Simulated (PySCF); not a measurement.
Molecular orbitals of SeH

PBEsol at R = 1.477 Å; basis H aug-pcseg-1, Se aug-pcseg-1; no relativity; PySCF 2.14. State: ²Π (doublet), unpaired electrons π ↑. Only the outer orbitals are listed, counted within each symmetry.

```csv
spin,orbital,occ.,ε (eV),on H (%),main shells (%)
α,7σ,1,-17.71,3,94 Se s
α,8σ,1,-9.80,27,"64 Se p, 25 H s"
α,4π,1,-7.36,0,100 Se p
α,4π,1,-6.22,1,99 Se p
α,9σ,0,-1.06,106,"105 H s, 15 Se p"
β,7σ,1,-16.98,6,91 Se s
β,8σ,1,-9.50,29,"60 Se p, 28 H s, 10 Se s"
β,4π,1,-5.84,1,99 Se p
β,4π,0,-5.77,2,98 Se p
```

Q: Which are the highest filled and the lowest empty level, where do they sit, and how wide is the gap?

A: Highest filled β 4π at -5.84 eV (in %: 99 Se p); lowest empty β 4π at -5.77 eV (in %: 98 Se p); the gap at PBEsol is 0.07 eV. Both belong to one degenerate shell, split only by its one-sided filling, so this is no excitation gap.

```
bond order (Mayer)                              : 0.87
⟨S²⟩                                            : 0.752
charge on H (Mulliken, basis-dependent)         : 0.33
charge on H (Löwdin, basis-dependent)           : -0.30
dipole moment (positive dipole means H(−)Se(+)) : -0.58 D
```

Shares are Mulliken populations and can fall outside 0 to 100 %.

Spin–orbit coupling is left out. The state was picked by a PBE0 search and need not be the measured ground state.
